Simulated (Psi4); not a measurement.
H$_{4}$BrNSn (SMILES [NH2][SnH2][Br]), singlet, at a GFN2-xTB geometry (such geometries of metal compounds can be far from the true shape) (core potentials on Sn); B3LYP/def2-QZVP (Psi4).

Here is a job for Psi4.
```
memory 2 GB

molecule {
0 1
  Sn   -0.33553314    0.75177772    0.23652314
  N    -2.19460812    0.04692155   -0.05732477
  Br    1.06900246   -1.16781130   -0.36827856
  H    -0.10276555    1.97240388   -0.89439186
  H     0.14124559    1.24296294    1.80464803
  H    -2.36305623   -0.88974447    0.28612235
  H    -2.95159631    0.63043657    0.26848716
}

set basis def2-qzvp

energy('b3lyp')
print_variables()
```

Output, abridged:

```
   => Loading Basis Set <=

    Name: DEF2-QZVP
    Role: ORBITAL
    Keyword: BASIS

    !!!  WARNING: ECP capability is in beta. Please check occupations closely.  !!!

         ---------------------------------------------------------
                                   SCF
               by Justin Turney, Rob Parrish, Andy Simmonett
                          and Daniel G. A. Smith
                              RKS Reference
         ---------------------------------------------------------

  ==> Geometry <==

    Molecular point group: c1
    Full point group: C1

    Geometry (in Angstrom), charge = 0, multiplicity = 1:

       Center              X                  Y                   Z               Mass
    ------------   -----------------  -----------------  -----------------  -----------------
         SN          -0.372811595292     0.744333510292     0.236664622623   119.902201630000
         N           -2.231886575292     0.039477340292    -0.057183287377    14.003074004430
         BR           1.031724004708    -1.175255509708    -0.368137077377    78.918337600000
         H           -0.140044005292     1.964959670292    -0.894250377377     1.007825032230
         H            0.103967134708     1.235518730292     1.804789512623     1.007825032230
         H           -2.400334685292    -0.897188679708     0.286263832623     1.007825032230
         H           -2.988874765292     0.622992360292     0.268628642623     1.007825032230

  Running in c1 symmetry.

  Rotational constants: A =      0.27891  B =      0.05064  C =      0.04381 [cm^-1]
  Rotational constants: A =   8361.46465  B =   1518.08353  C =   1313.49621 [MHz]
  Nuclear repulsion =  297.523808884678829

  Charge       = 0
  Multiplicity = 1
  Electrons    = 68
  Nalpha       = 34
  Nbeta        = 34

  ==> Algorithm <==

  SCF Algorithm Type is DF.
  DIIS enabled.
  MOM disabled.
  Fractional occupation disabled.
  Guess Type is SAD.
  Energy threshold   = 1.00e-06
  Density threshold  = 1.00e-06
  Integral threshold = 1.00e-12

  ==> Primary Basis <==

  Basis Set: DEF2-QZVP
    Blend: DEF2-QZVP
    Number of shells: 104
    Number of basis functions: 334
    Number of Cartesian functions: 407
    Spherical Harmonics?: true
    Max angular momentum: 4

  Core potential: DEF2-QZVP
    Number of shells: 4
    Number of ECP primitives: 18
    Number of ECP core electrons: 28
    Max angular momentum: 3

  ==> DFT Potential <==

   => LibXC <=

    Version 7.1.2
    S. Lehtola, C. Steigemann, M. J. T. Oliveira, and M. A. L. Marques,  SoftwareX 7, 1–5 (2018) (10.1016/j.softx.2017.11.002)

   => Composite Functional: B3LYP <=

    B3LYP Hyb-GGA Exchange-Correlation Functional

    P. J. Stephens, F. J. Devlin, C. F. Chabalowski, and M. J. Frisch,  J. Phys. Chem. 98, 11623 (1994) (10.1021/j100096a001)

    Deriv               =              1
    GGA                 =           TRUE
    Meta                =          FALSE

    Exchange Hybrid     =           TRUE
    MP2 Hybrid          =          FALSE

   => Exchange Functionals <=

    0.0800   Slater exchange
    0.7200         Becke 88

   => Exact (HF) Exchange <=

    0.2000               HF

   => Correlation Functionals <=

    0.1900   Vosko, Wilk & Nusair (VWN5_RPA)
    0.8100   Lee, Yang & Parr

   => LibXC Density Thresholds  <==

    XC_HYB_GGA_XC_B3LYP:  1.00E-15

   => Molecular Quadrature <=

    Radial Scheme          =       TREUTLER
    Pruning Scheme         =           NONE
    Nuclear Scheme         =       TREUTLER

    Blocking Scheme        =         OCTREE
    BS radius alpha        =              1
    Pruning alpha          =              1
    Radial Points          =             75
    Spherical Points       =            302
    Total Points           =         152534
    Total Blocks           =           1209
    Max Points             =            255
    Max Functions          =            311
    Weights Tolerance      =       1.00E-15

   => Loading Basis Set <=

    Name: (DEF2-QZVP AUX)
    Role: JKFIT
    Keyword: DF_BASIS_SCF

  ==> Integral Setup <==

  SCF_SUBTYPE=INCORE selected. In-core MEM_DF algorithm will be used.
  Using in-core AOs.

  ==> MemDFJK: Density-Fitted J/K Matrices <==

    J tasked:                   Yes
    K tasked:                   Yes
    wK tasked:                   No
    Algorithm:                 Core
    Schwarz Cutoff:           1E-12
    Mask sparsity (%):       7.8024
    Fitting Condition:        1E-10

   => Auxiliary Basis Set <=

  Basis Set: (DEF2-QZVP AUX)
    Blend: DEF2-UNIVERSAL-JKFIT
    Number of shells: 155
    Number of basis functions: 633
    Number of Cartesian functions: 853
    Spherical Harmonics?: true
    Max angular momentum: 5

  Minimum eigenvalue in the overlap matrix is 1.3264856442E-04.
  Reciprocal condition number of the overlap matrix is 1.6459671860E-05.
    Using symmetric orthogonalization.

  ==> Pre-Iterations <==

  SCF Guess: Superposition of Atomic Densities via on-the-fly atomic UHF (no occupation information).

   -------------------------
    Irrep   Nso     Nmo
   -------------------------
     A        334     334
   -------------------------
    Total     334     334
   -------------------------

  ==> Iterations <==

                           Total Energy        Delta E     RMS |[F,P]|

   @DF-RKS iter SAD: -2842.84737228134009   -2.84285e+03   0.00000e+00
   @DF-RKS iter   1: -2844.80427151927188   -1.95690e+00   7.38399e-03 ADIIS/DIIS
   @DF-RKS iter   2: -2843.04346529617624    1.76081e+00   8.89420e-03 ADIIS/DIIS
   @DF-RKS iter   3: -2845.58559931969603   -2.54213e+00   2.36186e-03 ADIIS/DIIS
   @DF-RKS iter   4: -2845.83992734080539   -2.54328e-01   2.96559e-04 ADIIS/DIIS
   @DF-RKS iter   5: -2845.84251488699874   -2.58755e-03   1.04260e-04 ADIIS/DIIS
   @DF-RKS iter   6: -2845.84299917445696   -4.84287e-04   4.97612e-05 DIIS
   @DF-RKS iter   7: -2845.84311874688046   -1.19572e-04   8.62348e-06 DIIS
   @DF-RKS iter   8: -2845.84312109730081   -2.35042e-06   2.83771e-06 DIIS
   @DF-RKS iter   9: -2845.84312136909648   -2.71796e-07   9.33091e-07 DIIS
  Energy and wave function converged.

  ==> Post-Iterations <==

   Electrons on quadrature grid:
      Ntotal   =   68.0000001056 ; deviation = 1.056e-07

    Orbital Energies [Eh]
    ---------------------

    Doubly Occupied:

[...]
      34A     -0.271057

    Virtual:

[...]
    Final Occupation by Irrep:
              A
    DOCC [    34 ]
    NA   [    34 ]
    NB   [    34 ]

  @DF-RKS Final Energy: -2845.84312136909648

   => Energetics <=

    Nuclear Repulsion Energy =            297.5238088846788287
    One-Electron Energy =               -4629.8008793044828053
    Two-Electron Energy =                1581.4332479246879757
    DFT Exchange-Correlation Energy =     -94.9992988739803366
    Empirical Dispersion Energy =           0.0000000000000000
    VV10 Nonlocal Energy =                  0.0000000000000000
    Total Energy =                      -2845.8431213690964796

Computation Completed

Properties will be evaluated at   0.000000,   0.000000,   0.000000 [a0]

Properties computed using the SCF density matrix

 Multipole Moments:

 ------------------------------------------------------------------------------------
     Multipole            Electronic (a.u.)      Nuclear  (a.u.)        Total (a.u.)
 ------------------------------------------------------------------------------------

 L = 1.  Multiply by 2.5417464519 to convert [e a0] to [Debye]
 Dipole X            :        -13.5889613           12.9635075           -0.6254539
 Dipole Y            :         41.3566099          -40.7349026            0.6217073
 Dipole Z            :         13.0880606          -12.4968107            0.5912500
 Magnitude           :                                                    1.0617387

 ------------------------------------------------------------------------------------

  Variable Map:
  ----------------------------------------------------------------------------
[...]
  Array Variable Map:
  ----------------------------------------------------------------------------
[...]
[...]
```
